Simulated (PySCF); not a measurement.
**`COC[C@@H]1C[Si@@H](C(N)=O)O1`: 4 charge schemes on one density**

Species: C5H11NO3Si.
Cartesian coordinates in Å at the GFN2-xTB level; atoms count from 1:
```
atom  x, y, z in Å
C1     3.787   -0.306    0.100
O2     2.468   -0.789    0.112
C3     1.538    0.171    0.543
C4     0.147   -0.439    0.506
C5    -0.358   -0.717   -0.913
Si6   -1.492    0.778   -0.573
C7    -3.399    0.637   -0.498
N8    -3.904   -0.009    0.575
O9    -4.105    1.093   -1.375
O10   -0.812    0.535    0.931
H11    4.103    0.014    1.101
H12    4.416   -1.128   -0.234
H13    3.895    0.542   -0.588
H14    1.554    1.056   -0.112
H15    1.764    0.503    1.568
H16    0.108   -1.298    1.180
H17   -0.829   -1.690   -1.008
H18    0.412   -0.625   -1.669
H19   -1.090    2.026   -1.216
H20   -3.307   -0.272    1.339
H21   -4.905   -0.068    0.694
```

Density: PBE0/pcSseg-1 (PySCF); schemes: Mulliken, IAO, Hirshfeld and ESP-fitted. The structure is a single GFN2-xTB conformer in the gas phase; no vibrational or solvent corrections.

Task: Which atoms carry the highest charge in the Mulliken, IAO, Hirshfeld and ESP-fitted schemes?

Result: The schemes don't all agree: Mulliken Si6 (+0.909); IAO Si6 (+1.068); Hirshfeld Si6 (+0.431); ESP-fitted C7 (+0.605).

Task: For which atoms does the sign change between the 4 schemes (beyond +0.03 e in one, beyond −0.03 e in another)?

Result: C3. Atomic charges aren't observables, and each scheme defines them in its own way.

Task: Which atoms carry the lowest charge in the Mulliken, IAO, Hirshfeld and ESP-fitted schemes?

Result: The schemes don't all agree: Mulliken O10 (-0.619); IAO O10 (-0.687); Hirshfeld O9 (-0.294); ESP-fitted N8 (-0.864).

Task: What partial charge does each atom carry?

Result: In e:

```csv
atom,environment,Mulliken,IAO,Hirshfeld,ESP-fitted
C1,methoxy carbon,-0.024,-0.200,-0.039,-0.145
O2,ether oxygen,-0.523,-0.393,-0.139,-0.309
C3,sp3 carbon bound to oxygen,+0.131,-0.054,-0.004,-0.103
C4,sp3 carbon bound to oxygen,+0.011,+0.100,+0.038,+0.384
C5,sp3 carbon bound to silicon,-0.478,-0.567,-0.172,-0.721
Si6,oxygen-bound silicon,+0.909,+1.068,+0.431,+0.604
C7,carbonyl carbon,+0.137,+0.177,+0.079,+0.605
N8,nitrogen bound to a carbonyl carbon,-0.373,-0.494,-0.168,-0.864
O9,carbonyl oxygen,-0.419,-0.481,-0.294,-0.557
O10,silyl ether oxygen,-0.619,-0.687,-0.257,-0.571
H11,methyl hydrogen,+0.090,+0.122,+0.038,+0.090
H12,methyl hydrogen,+0.123,+0.159,+0.052,+0.125
H13,methyl hydrogen,+0.090,+0.122,+0.037,+0.082
H14,methylene hydrogen,+0.092,+0.109,+0.031,+0.123
H15,methylene hydrogen,+0.114,+0.124,+0.036,+0.100
H16,methine hydrogen,+0.125,+0.142,+0.040,+0.064
H17,methylene hydrogen,+0.148,+0.160,+0.045,+0.190
H18,methylene hydrogen,+0.149,+0.160,+0.041,+0.227
H19,Si–H hydrogen,-0.084,-0.132,-0.070,-0.108
H20,N–H hydrogen,+0.211,+0.285,+0.134,+0.379
H21,N–H hydrogen,+0.190,+0.281,+0.141,+0.405
```

Mean size of the charges over all atoms: ESP-fitted 0.322 e, IAO 0.287 e, Mulliken 0.240 e, Hirshfeld 0.109 e. Each set sums to the total charge, 0, to within 0.001 e. The Mulliken scheme gives each basis function's population to the atom it is centred on and halves the overlap population of two atoms between them.

Task: How closely do the schemes follow one another over all atoms?

Result: Correlation coefficient and root-mean-square difference: IAO with Hirshfeld 0.98, 0.231 e; Mulliken with IAO 0.98, 0.090 e; Mulliken with Hirshfeld 0.96, 0.188 e; IAO with ESP-fitted 0.89, 0.184 e; Hirshfeld with ESP-fitted 0.87, 0.279 e; Mulliken with ESP-fitted 0.84, 0.216 e.

Task: How many electrons does the Hirshfeld scheme count on N8?

Result: Z − q = 7 − (-0.168) = 7.168.

Task: Sum the charges by element, for elements with more than one atom.

Result: 
| element | atoms | Mulliken | IAO | Hirshfeld | ESP-fitted |
| --- | --- | --- | --- | --- | --- |
| C | 5 | -0.223 | -0.544 | -0.097 | +0.020 |
| O | 3 | -1.560 | -1.562 | -0.690 | -1.438 |
| H | 11 | +1.247 | +1.531 | +0.525 | +1.677 |

The run behind these numbers computed NMR shieldings as well. On one thread, Intel Xeon at 2.50 GHz (x86_64), no GPU (shared host), this took 3.0 min wall, 2.7 min CPU (grids of density and orbitals included) and 1.1 GiB of memory at its peak.
